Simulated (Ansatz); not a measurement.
H4AlClN2 (SMILES [NH2][Al]([NH2])[Cl]), singlet, at a GFN2-xTB geometry (such geometries of metal compounds can be far from the true shape); R2SCAN/pcseg-1 (Ansatz, a quantum-chemistry and plane-wave program).

Here is a job for Ansatz.
Ansatz 0.2 input:
```yaml
crystal:
  periodic: [false, false, false]
  atoms:
    - {symbol: Al, position_ang: [0.26840658, 0.23313033, 0.08231766]}
    - {symbol: Cl, position_ang: [-1.22314147, -1.06238595, -0.37512547]}
    - {symbol: N, position_ang: [0.35105367, 1.80340552, -0.74485811]}
    - {symbol: H, position_ang: [-0.29354711, 2.13460921, -1.44950830]}
    - {symbol: H, position_ang: [1.05452746, 2.50778799, -0.58222700]}
    - {symbol: N, position_ang: [1.47639802, -0.21613286, 1.30531959]}
    - {symbol: H, position_ang: [2.24998764, 0.36242000, 1.59568931]}
    - {symbol: H, position_ang: [1.50098956, -1.08585898, 1.81981904]}
basis:
  gaussian:
    orbitals: pcseg-1.json
hamiltonian:
  xc: r2scan
```
The basis file holds pcseg-1 in the JSON format of the Basis Set Exchange.

**Question.** What does Ansatz print? Leave out banner, timings and long lists.

**Answer.** 
```
Functional definition: r2SCAN
984 factors; their error is unknown
mean field evaluation 1: about -22148.1086 eV, gradient 9.0e1 eV
mean field evaluation 2: about -22117.4672 eV, gradient 1.4e2 eV
mean field evaluation 4: about -22164.1340 eV, gradient 5.5e0 eV
mean field evaluation 8: about -22164.1757 eV, gradient 1.9e-1 eV
mean field evaluation 16: about -22164.1757 eV, gradient 1.9e-5 eV
mean field -22164.17574668 eV, -814.5184352727 hartree, gradient 1.9e-5 eV, S^2 0.000000; 0 other end points of the search recorded, 0 dependent functions left out
reference -22164.17576190 eV, -814.5184358318 hartree; 24, 24 occupied and 60, 60 virtual orbitals, 984 factors
Total energy: -22164.17576190 eV, -814.5184358318 hartree
```
